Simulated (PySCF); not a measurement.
Peak assignment

Atom-mapped SMILES (the numbers label the heavy atoms): `[CH2:1]=[C:2]1[CH:3]=[C:4]([C:5]([F:6])([F:7])[F:8])/[C:9]1=[CH:10]/[O:11][CH3:12]`; H(Xn) means a hydrogen on atom n. Ha(C1) is cis to C3; Hb(C1) is trans to C3.

PySCF calculation with σ from GIAO-B97-2/pcSseg-2, PBE0-D3(BJ)/def2-SVP structure and spin–spin couplings from B3LYP/pcJ-1 (spin–dipole term only in couplings to heteroatoms); gas phase, non-relativistic Hamiltonian, averaged over atoms made equivalent by symmetry, fast rotation or ring inversion, one computed conformer.

Scale: TMS for $^{13}$C (σref 183.46) and $^{1}$H (σref 31.36) (reference shieldings calculated alike).

(1) Assign these signals to the numbered atoms. $^{13}$C{$^{1}$H} NMR (computed): δ 153.1, 152.4 (q, J = 41.2 Hz), 143.3 (q, J = 5.6 Hz), 141.0, 128.3 (q, J = 331.7 Hz), 123.7 (q, J = 3.0 Hz), 110.7, 60.5.

(2) Assign these signals to the numbered atoms. $^{1}$H NMR (400 MHz, computed): δ 6.76 (qt, J = 2.6, 1.2 Hz, 1H), 6.07 (dqd, J = 1.3, 1.1, 1.1 Hz, 1H), 5.41 (qd, J = 2.0, 1.2 Hz, 1H), 5.16 (qd, J = 1.5, 1.1 Hz, 1H), 3.60 (s, 3H).

Answers

(1) 
```tsv
δ (ppm)	atoms	environment	reason
153.1	C2	fully substituted alkene carbon	as expected for a trigonal carbon in a double bond
152.4	C4	fully substituted alkene carbon	–
143.3	C3	alkene CH	as expected for a trigonal carbon in a double bond
141.0	C10	alkene carbon bearing oxygen	an sp2 carbon further deshielded by the attached heteroatom
128.3	C5	CF3 carbon	3 electronegative neighbours deshield it
123.7	C9	β carbon of an enol-ether or enamine type C=C	–
110.7	C1	terminal =CH2 carbon	as expected for a trigonal carbon in a double bond
60.5	C12	methyl carbon bonded to O	pulled downfield by the heteroatom
```

C2 and C4 lie closer than the usual error of such a calculation, so a measured spectrum could show them in the other order.

(2) 
| δ (ppm) | atoms | environment | reason |
| --- | --- | --- | --- |
| 6.76 | H(C3) | hydrogen on an alkene CH | attached to an sp2 carbon and in the plane of the double bond |
| 6.07 | H(C10) | hydrogen on an alkene carbon bearing oxygen | olefinic region |
| 5.41 | Hb(C1) | hydrogen on a terminal =CH2 carbon | a vinylic proton, deshielded by the sp2 carbon and the C=C anisotropy |
| 5.16 | Ha(C1) | hydrogen on a terminal =CH2 carbon | – |
| 3.60 | H(C12) | hydrogen on a methyl carbon bonded to O | its carbon carries O, an electronegative neighbour |

C–F couplings over four or more bonds (about 3 Hz to the para carbon of a fluoroarene) are left out. Common functionals overestimate the size of one-bond C–F couplings by tens of Hz; these are unscaled. Splittings below 1 Hz are ignored in the labels, and close J values are merged. Shifts are as computed. Against solution values, carbons near 30 ppm lie about +4 ppm off and those near 130 ppm about +7 ppm. Of 1211 compounds with measured shifts, 218 miss one by over three times the rms of a fit or turn the order of signals round; such compounds aren't used in these exercises.
